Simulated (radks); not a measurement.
All-electron atom: Xe2+ in [Kr] 4d8 5s2 5p6 (not the ground configuration). All-electron calculation, scalar-relativistic Kohn-Sham, PBE, spin-unpolarised, spherical densities, finite nucleus; Fermi nuclear charge, rms radius 4.7859 fm. Program: a radial shooting solver on a logarithmic mesh with Libxc functionals.

Normalised radial functions P(r) = r R(r), r in bohr:

r,4s,5p
0.001406,0.0920,0.0010
0.001624,0.1037,0.0012
0.001861,0.1159,0.0016
0.002149,0.1301,0.0020
0.002462,0.1447,0.0025
0.002843,0.1614,0.0033
0.003258,0.1784,0.0042
0.003762,0.1975,0.0053
0.00431,0.2163,0.0068
0.004978,0.2369,0.0087
0.005703,0.2564,0.0110
0.006587,0.2766,0.0140
0.007546,0.2943,0.0176
0.008715,0.3106,0.0224
0.009984,0.3223,0.0279
0.01153,0.3291,0.0351
0.01321,0.3285,0.0434
0.01526,0.3181,0.0540
0.01748,0.2969,0.0658
0.02019,0.2601,0.0803
0.02313,0.2098,0.0959
0.02671,0.1390,0.1141
0.0306,0.0553,0.1324
0.03534,-0.0492,0.1519
0.04049,-0.1589,0.1690
0.04676,-0.2791,0.1836
0.05357,-0.3862,0.1917
0.06187,-0.4783,0.1907
0.07088,-0.5294,0.1778
0.08186,-0.5284,0.1483
0.09379,-0.4621,0.1037
0.1083,-0.3158,0.0389
0.1241,-0.1107,-0.0356
0.1433,0.1562,-0.1212
0.1642,0.4195,-0.1976
0.1896,0.6578,-0.2587
0.2172,0.7907,-0.2830
0.2509,0.7836,-0.2598
0.2874,0.6124,-0.1858
0.332,0.2669,-0.0571
0.3803,-0.1673,0.0948
0.4392,-0.6567,0.2571
0.5032,-1.0571,0.3768
0.5812,-1.3317,0.4317
0.6658,-1.4074,0.3923
0.769,-1.3004,0.2498
0.881,-1.0727,0.0387
1.017,-0.7755,-0.2267
1.166,-0.5088,-0.4720
1.346,-0.2870,-0.6816
1.542,-0.1472,-0.8022
1.781,-0.0626,-0.8334
2.041,-0.0239,-0.7773
2.357,-0.0072,-0.6514
2.7,-0.0019,-0.5015
3.118,-0.0004,-0.3438
3.573,-0.0001,-0.2181
4.126,0.0000,-0.1199
4.727,0.0000,-0.0600
5.459,0.0000,-0.0247
6.254,0.0000,-0.0091

4s: eigenvalue -235.60 eV, 3 radial nodes at r = 0.0331, 0.132, 0.362 bohr, <r> = 0.709 bohr, 90 % of the charge inside 1.02 bohr. 5p: eigenvalue -30.053 eV, 3 radial nodes at r = 0.117, 0.350, 0.900 bohr, <r> = 1.96 bohr, 90 % of the charge inside 2.84 bohr.
